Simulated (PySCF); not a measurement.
B2HO2, SMILES [OH+]=BB=O, charge +1. Atoms are numbered in the order given.

```xyz
5

O      0.0000     0.0000     2.1366
B      0.0000     0.0000     0.9471
B      0.0000     0.0000    -0.7077
O      0.0000     0.0000    -1.9245
H      0.0000     0.0000    -2.8937
```
Charge +1, spin multiplicity 1.

Coordinates come from a ωB97X-D3(BJ)/def2-TZVP optimisation. The isomer is the one that the SMILES or the coordinates give; other isomers of the formula were not compared. The values are those of a single conformer.

All values below come from PBE/pcJ-1 in PySCF.

Isotropic couplings with Fermi-contact, spin-dipole and both spin-orbit terms, one fixed conformer, no vibrational averaging. Isotopes: 11B, 1H.

Question: Estimate the spin–spin coupling constants. (Estimate from the structure and the level; the computed values follow.)

Answer: 
```csv
pair,bonds apart,J (Hz)
B2–B3,1,252.7
B3–H5,2,49.5
B2–H5,3,3.0
```
